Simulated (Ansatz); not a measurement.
Relaxation of F₃H₂O₂Ta (8 atoms, charge 0, multiplicity 1), to a largest force component of 0.02 eV/Å in at most 40 steps.

Computed with RHF/def2-SVP in Ansatz 0.2.0.

```xyz
8
Properties=species:S:1:pos:R:3
Ta 0.000 0.000 0.000
O 2.020 0.000 0.000
H 2.357 -0.531 0.790
F 0.000 0.000 1.930
F 0.000 0.000 -1.930
O -1.010 1.749 0.000
H -1.486 1.864 0.883
F -0.965 -1.671 0.000
```

Question: Where does it end, and by what steps?

Answer: The run converged. After 8 steps the energy has fallen by 1.124 eV; H3 moved furthest, 0.48 Å.

```csv
step,energy less start (eV),largest force component (eV/Å),accepted
0,0.0000,2.989,yes
1,-0.7868,2.567,yes
2,-0.9769,1.984,yes
3,-1.0543,0.712,yes
4,-1.1030,0.358,yes
5,-1.1203,0.309,yes
6,-1.1225,0.100,yes
7,-1.1232,0.085,yes
8,-1.1236,0.018,yes
```

```xyz
8
Properties=species:S:1:pos:R:3
Ta -0.053 -0.098 0.014
O 1.811 -0.080 0.115
H 2.541 -0.099 0.714
F -0.160 -0.313 1.902
F -0.039 -0.039 -1.870
O -0.908 1.556 0.147
H -1.258 2.186 0.757
F -1.018 -1.700 -0.106
```

Whether the end is a true minimum wasn't checked by a vibrational analysis.

Time of the run: 16 s on 2 threads of Arm Neoverse V2, with other jobs on the host, peak memory 0.23 GiB.
